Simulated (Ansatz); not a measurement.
Ansatz (a quantum-chemistry and plane-wave program) input (CCSD(T)/def2-QZVPP):
A basis named .json is the Basis Set Exchange file of that set.

Ansatz 0.2 input:
```yaml
crystal:
  periodic: [false, false, false]
  atoms:
    - {symbol: Ge, position_ang: [-0.00117794, -0.00066181, 0.04572453]}
    - {symbol: H, position_ang: [-0.00593603, -1.32670919, -0.75158690]}
    - {symbol: H, position_ang: [0.04363002, 1.34788725, -0.71159804]}
basis:
  gaussian:
    orbitals: def2-QZVPP.json
magnetization: {spin_polarized: true, initial_magnetization: 2}
correlation: {method: ccsd_t, electrons: outside_noble_gas}
```

Output:

```
Functional definition: HF
integrals: 0.57 GiB planned
959 factors; integrals over basis functions are off by at most 8.8e-4 eV
mean field: 0.47 GiB planned
mean field evaluation 1: about -56503.8704 eV, gradient 7.0e0 eV
mean field evaluation 2: about -56503.8717 eV, gradient 7.0e0 eV
mean field evaluation 4: about -56504.5360 eV, gradient 1.6e0 eV
mean field evaluation 8: about -56504.5631 eV, gradient 4.9e-3 eV
mean field evaluation 16: about -56504.5339 eV, gradient 1.6e0 eV
mean field -56504.56313271 eV, -2076.5043949585 hartree, gradient 2.6e-6 eV, S^2 2.006500; 0 other end points of the search recorded, 0 dependent functions left out
14 core orbitals not correlated
reference -56504.56313271 eV, -2076.5043949585 hartree; 4, 2 occupied and 131, 133 virtual orbitals, 959 factors
second order -2.50681564 eV of doubles, -0.00000000 eV of singles
coupled cluster: 1.15 GiB planned
cycle   1  -2.86319723 eV  change   -3.6e-1 eV  update   5.1e-2
cycle   2  -3.02630606 eV  change   -1.6e-1 eV  update   2.1e-2
cycle   3  -3.03292567 eV  change   -6.6e-3 eV  update   6.4e-3
cycle   4  -3.03361608 eV  change   -6.9e-4 eV  update   2.1e-3
cycle   5  -3.03354301 eV  change    7.3e-5 eV  update   8.1e-4
cycle   6  -3.03346474 eV  change    7.8e-5 eV  update   2.1e-4
cycle   7  -3.03356197 eV  change   -9.7e-5 eV  update   6.4e-5
cycle   8  -3.03357534 eV  change   -1.3e-5 eV  update   1.8e-5
cycle   9  -3.03356668 eV  change    8.7e-6 eV  update   6.2e-6
cycle  10  -3.03356885 eV  change   -2.2e-6 eV  update   2.6e-6
perturbative correction -0.08810519 eV, -0.0032378059 hartree
Total energy: -56507.68480674 eV, -2076.6191143634 hartree
```

This is an excited triplet: at this geometry the singlet lies 0.53 eV lower at CCSD(T)/CBS(aug-cc-pVTZ,aug-cc-pVQZ).
